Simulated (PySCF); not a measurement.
Start geometry of SnCl3(NHtBu), `CC(C)(C)[NH][Sn]([Cl])([Cl])[Cl]` from GFN2-xTB (Å):
```
atom  x, y, z in Å
Sn1    1.1493    1.4464    1.7699
Cl2    0.4160    1.8541    3.9531
Cl3    3.2563    0.8909    1.7676
Cl4    1.0680    3.6035    0.6218
N5    -0.0813   -0.1141    1.0495
C6    -0.2916   -0.4113   -0.3217
C7     1.0979   -0.5771   -1.0072
C8    -0.9477   -1.7726   -0.3062
C9    -1.1584    0.6097   -0.9908
H10   -0.9906    0.0245    1.5509
H11    0.9154   -0.9917   -1.9783
H12    1.5728    0.4029   -1.0749
H13    1.6253   -1.1995   -0.4572
H14   -0.4481   -2.5004    0.2836
H15   -1.1450   -2.1788   -1.3070
H16   -1.9701   -1.6617    0.2068
H17   -0.6484    1.5945   -1.0865
H18   -2.1381    0.7292   -0.5265
H19   -1.3442    0.2448   -2.0623
```

Q: What comes out of this run: PySCF, PBE0-D3(BJ)/def2-SVP geometry optimisation, gas phase, def2 core potentials past Kr?

A: 
```
atom  x, y, z in Å
Sn1    1.2261    1.4902    1.5373
Cl2    0.6135    2.2875    3.6375
Cl3    3.4179    0.7246    1.6260
Cl4    1.2615    3.2644    0.0062
N5    -0.0637    0.0087    1.1416
C6    -0.3374   -0.4258   -0.2338
C7     0.9900   -0.5083   -0.9823
C8    -0.9689   -1.8149   -0.1330
C9    -1.2861    0.5392   -0.9502
H10   -0.9159    0.1304    1.6887
H11    0.8434   -0.9156   -1.9926
H12    1.4395    0.4926   -1.1089
H13    1.7057   -1.1486   -0.4457
H14   -0.2866   -2.5075    0.3801
H15   -1.1998   -2.2139   -1.1321
H16   -1.9092   -1.7729    0.4394
H17   -0.8426    1.5448   -1.0154
H18   -2.2403    0.6212   -0.4057
H19   -1.5098    0.1973   -1.9724
```

The energy falls by 22.4 kcal/mol over 13 energy and gradient evaluations, the largest force component goes from 0.0792 to 1.7e-04 Eh/bohr, and the atoms move by 0.189 Å rms after alignment. The bond that changes most is Sn1–Cl3 (ends: tin bonded to 3 Cl and N; chlorine bonded to Sn), which lengthens by 0.144 Å. Bonds longer at the end by more than 0.005 Å: 9 of 18; shorter: 8. Among the angles that change most is Sn1–N5–H10, from 104.2° to 110.1°. Among the dihedrals that turn most is Cl4–Sn1–N5–H10, from -88° to -98°. Rotational constants go from 860.1, 468.4, 461.5 to 859.0, 485.7, 480.7 MHz. The orientation of the end geometry is arbitrary; only internal coordinates are fixed.

The run used 200 basis functions and 88 SCF cycles in all. Time: 16 min wall, 14 min CPU; peak memory 1.0 GiB. Hardware: one thread, Intel Xeon at 2.50 GHz (x86_64), shared host.

PBE0-D3(BJ)/def2-SVP frequencies: not computed here.
